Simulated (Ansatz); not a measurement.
Gas-phase electronic energies from Ansatz, PBE0-D4/def2-TZVP geometries. CBS: MP2 limit from def2 TZ/QZ plus the TZ coupled-cluster correction, frozen cores. This one scheme is used for every species. Functionals use def2-TZVPP. Each species was taken in one conformer, which may not be the lowest.

Reaction (formal exchange of groups at the Si–N bond): `N[Si](O)(F)F` + SiH₄ → `O[Si](F)(F)[SiH3]` + NH₃

CCSD(T)/CBS gives +0.86 eV.

Problem. Another level gave +0.95 eV. Which?
A. PBE0/def2-TZVPP
B. PBE/def2-TZVPP
C. SCS-MP2/def2-TZVPP
D. ωB97M-V/def2-TZVPP

Solution. C. SCS-MP2/def2-TZVPP 0.95, PBE0 0.75, ωB97M-V 0.90, PBE 0.65 eV.

Largest T1 diagnostic among the species: 0.013.

From r2SCAN to r2SCAN0 (25 % exact exchange), in def2-TZVPP and without D4, ΔE moves by +0.05 eV. In def2-TZVPP, CCSD(T) changes the Hartree–Fock value by −0.19 eV (the triples alone add −0.03 eV) and MP2 by −0.14 eV. Leaving LDA and LC-ωPBE aside and taking each functional with its dispersion term where it has one, the values, not all of them listed here, spread over 0.28 eV, from PBE-D4 to BHLYP-D4. LDA lies +0.11 eV from PBE without D4.
